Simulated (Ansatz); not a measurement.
Reaction (redistribution): `F[Si](Cl)(Cl)I` + `N[Si@H](F)O[Si@@H](N)O` → `F[Si](F)(Cl)I` + `N[Si@H](Cl)O[Si@@H](N)O`

Program: Ansatz. Geometries: PBE0-D4/def2-TZVP. ΔE: electronic, gas phase. CCSD(T)/CBS adds triple-zeta CCSD(T) − MP2 to the extrapolated MP2 energy (def2 sets, frozen cores). Functionals use def2-TZVPP. B3LYP here is the variant with VWN-RPA as its local correlation; programs differ in this. Elements past krypton have def2 core potentials. For I outer-core shells are correlated without core-valence functions, which leaves a few kJ/mol of doubt a bond. One conformer a species, not always the lowest.

```json
{"level": "B3LYP", "ΔE (kJ/mol)": "3.5"}
{"level": "HF/def2-TZVPP", "ΔE (kJ/mol)": "0.0"}
{"level": "MP2/def2-QZVPP", "ΔE (kJ/mol)": "3.7"}
{"level": "CCSD/CBS(def2)", "ΔE (kJ/mol)": "2.6"}
```

Question: What does CCSD(T)/CBS give? (An estimate is asked.)

Answer: Computed: +3.0 kJ/mol. The listed levels differ from it by 0.5, -3.0, 0.7, -0.4 kJ/mol.

Largest T1 diagnostic among the species: 0.011.
